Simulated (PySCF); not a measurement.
## Telling isomers of C5H7FO3Si apart by NMR

Calculated, not measured (PySCF 2.14): NMR shieldings at PBE0/pcSseg-1/GIAO, structure optimised with GFN2-xTB. Fast rotation and ring inversion assumed for equivalent nuclei, a single conformation, gas phase, non-relativistic.

References, each an isolated molecule treated in the same way: TMS for 1H (σref 31.72) and 13C (σref 186.93). Splittings of carbon signals by F and P are missing where no couplings were computed. Where no couplings were computed, multiplicities follow the n + 1 count of equivalent neighbours, and m marks all less simple cases (inequivalent or close neighbours, rings, F or P nearby). Acid and N–H amide carbonyl carbons lie up to 10 ppm further downfield in solution (hydrogen bonding). Shifts are as computed. Against solution values, carbons near 30 ppm lie about +3 ppm off and those near 130 ppm about +5 ppm. Of 1211 compounds with measured shifts, 218 miss one by over three times the rms of a fit or turn the order of signals round; such compounds aren't used in these exercises. OH and NH positions are gas-phase values without hydrogen bonding to other molecules.

(1) Tabulate the signals of `CC(=O)C1=C(O[SiH2]O)[C@H]1F`, `COC1=C([SiH2]F)C(=O)OC1`, `C=C1[C@@H](OC=O)[C@@H]1O[SiH2]F`, `CO[Si@@H]1CC(C(=O)O)=C1F`, `C=C1[C@@H](C(=O)O)[C@@H]1O[SiH2]F` and their relative energies.

(2) What is the quickest way to tell CO[Si@@H]1CC(C(=O)O)=C1F from C=C1[C@@H](C(=O)O)[C@@H]1O[SiH2]F?

(3) What is the quickest way to tell C=C1[C@@H](OC=O)[C@@H]1O[SiH2]F from CO[Si@@H]1CC(C(=O)O)=C1F?

(4) What is the quickest way to tell CC(=O)C1=C(O[SiH2]O)[C@H]1F from C=C1[C@@H](C(=O)O)[C@@H]1O[SiH2]F?

Results:

(1) 
```json
{"SMILES": "CC(=O)C1=C(O[SiH2]O)[C@H]1F", "carbon types": "3×C 1×CH 1×CH3", "δC": "195.8, 162.4, 94.0, 71.7, 32.0", "δH": "10.45 (br s, 1H), 5.33 (m, 1H), 5.29 (d, 1H), 5.09 (d, 1H), 2.61 (s, 3H)", "E rel. (kcal/mol)": "33.3"}
{"SMILES": "COC1=C([SiH2]F)C(=O)OC1", "carbon types": "3×C 1×CH2 1×CH3", "δC": "194.4, 179.9, 96.4, 73.9, 63.5", "δH": "5.50 (m, 2H), 4.71 (s, 2H), 4.20 (s, 3H)", "E rel. (kcal/mol)": "0.0"}
{"SMILES": "C=C1[C@@H](OC=O)[C@@H]1O[SiH2]F", "carbon types": "1×C 3×CH 1×CH2", "δC": "166.9, 141.4, 124.6, 57.5, 57.4", "δH": "8.19 (s, 1H), 6.62 (m, 1H), 6.56 (m, 1H), 5.36 (m, 1H), 4.60 (m, 1H), 4.47 (m, 1H), 4.25 (m, 1H)", "E rel. (kcal/mol)": "27.5"}
{"SMILES": "CO[Si@@H]1CC(C(=O)O)=C1F", "carbon types": "3×C 1×CH2 1×CH3", "δC": "189.1, 165.6, 130.8, 54.9, 16.6", "δH": "6.07 (br s, 1H), 5.45 (m, 1H), 4.03 (s, 3H), 1.76 (m, 1H), 1.61 (m, 1H)", "E rel. (kcal/mol)": "29.2"}
{"SMILES": "C=C1[C@@H](C(=O)O)[C@@H]1O[SiH2]F", "carbon types": "2×C 2×CH 1×CH2", "δC": "176.3, 144.2, 116.1, 55.7, 29.4", "δH": "6.25 (m, 1H), 6.21 (br s, 1H), 6.09 (m, 1H), 5.11 (m, 1H), 5.02 (m, 1H), 4.41 (m, 1H), 2.60 (m, 1H)", "E rel. (kcal/mol)": "11.9"}
```

Energies are electronic energies at PBE0/pcSseg-1 on these geometries, without zero-point or thermal terms, each for the one conformer computed, which needn't be the lowest.

(2) Both give the same number of carbon signals, but DEPT or the intensities differ. The first has a methyl carbon bonded to O (CH3) at 54.9 ppm, the second a terminal =CH2 carbon at 116.1 ppm. Their most deshielded carbons lie at 189.1 and 176.3 ppm. In the proton spectra the most deshielded non-exchanging signals are 5.45 (m, 1H) and 6.25 (m, 1H).

(3) Both give the same number of carbon signals, but DEPT or the intensities differ. The first has an ester carbonyl carbon (CH) at 166.9 ppm, the second a methyl carbon bonded to O (CH3) at 54.9 ppm. Their most deshielded carbons lie at 166.9 and 189.1 ppm. In the proton spectra the most deshielded non-exchanging signals are 8.19 (s, 1H) and 5.45 (m, 1H).

(4) Both give the same number of carbon signals, but DEPT or the intensities differ. The first has a methyl carbon α to a carbonyl (CH3) at 32.0 ppm, the second a terminal =CH2 carbon at 116.1 ppm. Their most deshielded carbons lie at 195.8 and 176.3 ppm. In the proton spectra the most deshielded non-exchanging signals are 5.33 (m, 1H) and 6.25 (m, 1H).
